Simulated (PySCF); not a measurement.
# Do core-level shifts follow atomic charges?

C3H12Si3.
Numbering: `[CH2:1]=[CH:2][CH2:3][SiH:4]([SiH3:5])[SiH3:6]`

Binding energies: delta-SCF UKS SCAN, pcX-2 on the ionised atom, pcseg-1 elsewhere, spin-free X2C (PySCF 2.14.0). Charges: PBE0/pcSseg-1 ground-state density, for the ionised atom.

```tsv
atom	environment	C 1s (eV)	Mulliken (e)	IAO (e)	Hirshfeld (e)	ESP (e)
C1	terminal =CH2 carbon	289.87	-0.173	-0.328	-0.106	-0.526
C3	sp3 carbon bound to silicon	290.30	-0.459	-0.508	-0.150	-0.290
C2	alkene CH carbon	290.56	-0.240	-0.124	-0.037	-0.065
```

**Question.** How well does each charge scheme correlate with the binding energies over these sites?

**Answer.** ESP: r = 0.99, slope 1.5 eV per e; Hirshfeld: r = 0.48, slope 2.9 eV per e; IAO: r = 0.40, slope 0.7 eV per e; Mulliken: r = -0.37, slope -0.8 eV per e. ESP charges have the highest r, on only 3 points.

**Question.** The point-charge model writes a binding energy as kq + V + constant, with V the potential of the other atoms' charges at the site. What does it give with the Hirshfeld charges?

**Answer.** V = Σ 14.40 eV Å × q/r over all other atoms: +1.11 eV at C1, +2.04 eV at C3, -0.14 eV at C2. Fitting binding energy − V to q gives k = 22.0 eV per e and leaves an rms residual of 0.21 eV, against 0.25 eV for the fit on q alone. The model has no term for differences in relaxation between sites.

Spin contamination (⟨S²⟩ against 0.75 for a pure doublet) is marked for C 1s of C2 (0.85), which makes this value less certain. Geometry: PBE0-D3(BJ)/def2-SVP, one conformer, isolated molecule.

The values belong to the conformer `[CH2:1]=[CH:2][CH2:3][SiH:4]([SiH3:5])[SiH3:6]`: C1–C2–C3–Si4 104°, C2–C3–Si4–Si5 -174°.
